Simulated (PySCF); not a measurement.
Te(Et)(NH2) (C2H7NTe), SMILES C([Te]N)C.

Geometry: PBE-D3(BJ)/def2-SVP. The structure was generated by enumeration, and PubChem lists no compound with its InChIKey, so it may never have been made. The def2 effective core potentials stand for the cores of Te; spin–orbit coupling is left out. One conformer was computed; it need not be the lowest.

Two levels are set side by side: TDDFT-PBE/def2-SVPD (PySCF) and TDDFT-LC-ωPBE/def2-SVPD (PySCF). Vertical, same geometry. The lowest singlet is HOMO→LUMO 99 % with PBE and HOMO→LUMO 73 %, HOMO→LUMO+4 19 % with the other functional; states are paired by order. Differences are taken from unrounded values.

```
quantity                               TDDFT-PBE
-------------------------------------  ---------
lowest singlet excitation (eV)              3.29
lowest triplet excitation (TDA) (eV)        2.72
first bright state (f over 0.05) (eV)       4.75
its oscillator strength                     0.05
```

Q: These are the TDDFT-PBE values. What does TDDFT-LC-ωPBE give? (An estimate is asked for; the answer gives what the named calculation found.)

A: 
| quantity | TDDFT-LC-ωPBE | TDDFT-PBE minus TDDFT-LC-ωPBE |
|---|---|---|
| lowest singlet excitation (eV) | 3.70 | -0.41 |
| lowest triplet excitation (TDA) (eV) | 3.00 | -0.28 |
| first bright state (f over 0.05) (eV) | 6.08 | -1.33 |
| its oscillator strength | 0.16 | -0.10 |

Functionals without exact exchange tend to place singlet excitations lower, as here. Differences between two approximate levels are no errors against the true value.

Rough cost on one machine, each run with all the roots and properties that it gave: TDDFT-LC-ωPBE against TDDFT-PBE about 5 times.
